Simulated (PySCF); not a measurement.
# How methods differ on the excitation energy of P²⁺

P²⁺ [Ne] 3s2 3p1 (2P) → P²⁺ [Ne] 3s1 3p2 (4P), as a difference of total energies. All numbers are calculated (PySCF 2.14, the spin-free X2C one-electron Hamiltonian (Gaussian nucleus), in dyall-acv3z (19s12p6d4f, 113 functions)). Correlated levels: valence: [Ne] frozen; virtual orbitals above 40 to 60 times the deepest correlated orbital energy dropped. The calculations carry no spin-orbit coupling.

| method | excitation energy (eV) |
| --- | --- |
| UHF | 5.515 |
| MP2 (valence) | 6.510 |
| SCS-MP2 (valence) | 6.899 |
| CCSD (valence) | 6.861 |
| CCSD(T) (valence) | 6.889 |

Problem. How much does correlation contribute at CCSD(T) (valence)?

Solution. 6.889 − (5.515) = 1.374 eV, measured against UHF.

A first-order spin-orbit estimate (lowest level to lowest level, LS coupling) adds 0.005 eV.
